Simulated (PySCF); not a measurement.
# TiH₂, broken-symmetry Ms = 0: computed properties

Computed with UPBE0 in PySCF with Ti def2-TZVP, H def2-TZVP; no relativity; density-fitted integrals.

The structure is a minimum.

```xyz
3
charge 0 multiplicity 1, angstrom
Ti    0.0000    0.0000   -0.0337
H     1.5408    0.0000    0.8010
H    -1.5408    0.0000    0.8010
```

| Property | Result |
| --- | --- |
| Point group | C2v |
| Bond lengths | Ti–H 1.752 Å (×2) |
| Bond angles | H–Ti–H 123.1° |
| Heat capacity Cp at 298.15 K | 38.1 J/(mol K) |
| Rotational symmetry number | 2 |
| Spin squared ⟨S²⟩ | 1.002 |
| Rotational constants | 12.51, 3.523, 2.749 cm⁻¹ |
| Lowest empty level (α) | -1.66 eV |
| Atomisation energy without zero-point energy | 470 kJ/mol |
| Dipole moment | 3.23 D |
| Highest occupied level (α) | -5.60 eV |
| Principal quadrupole moments (Buckingham, traceless) about the centre of mass | -6.69, 1.59, 5.10 D Å |
| Principal polarisabilities | 45.5, 47.8, 54.0 bohr³ |
| Zero-point energy | 22.6 kJ/mol |
| Entropy at 298.15 K and 1 bar | 217.7 J/(mol K) |
| Enthalpy at 298.15 K above 0 K | 10.38 kJ/mol |

Harmonic modes (masses in u: Ti 47.948, H 1.008):
| symmetry | ω (cm⁻¹) | IR (km/mol) |
| --- | --- | --- |
| a1 | 585 | 134 |
| b2 | 1600 | 645 |
| a1 | 1601 | 197 |

In C2v the vibrations span 2a1 + b2. Here b1 is antisymmetric to the molecular plane and b2 lies in it.

Charges (e):
| atom | Mulliken | Löwdin | polar tensor | spin (Mulliken) | Mayer order to Ti1 |
| --- | --- | --- | --- | --- | --- |
| Ti1 | 0.44 | 0.38 | 0.92 | -0.02 | – |
| H2,3 | -0.22 | -0.19 | -0.46 | 0.01 | 0.95 |

Mulliken populations on Ti1: s 6.88, p 12.29, d 2.39, f 0.00.

The determinant is spin-contaminated (⟨S²⟩ = 1.00, pure value 0.00). Other isomers or separated fragments may lie lower. At this level a triplet minimum of C2v symmetry lies 43 kJ/mol below this structure.

The final relaxation and frequency run took 13 s on 2 threads of a shared Arm Neoverse V1 host, with 57 basis functions and 8 gradients; the process peaked at 0.69 GiB.
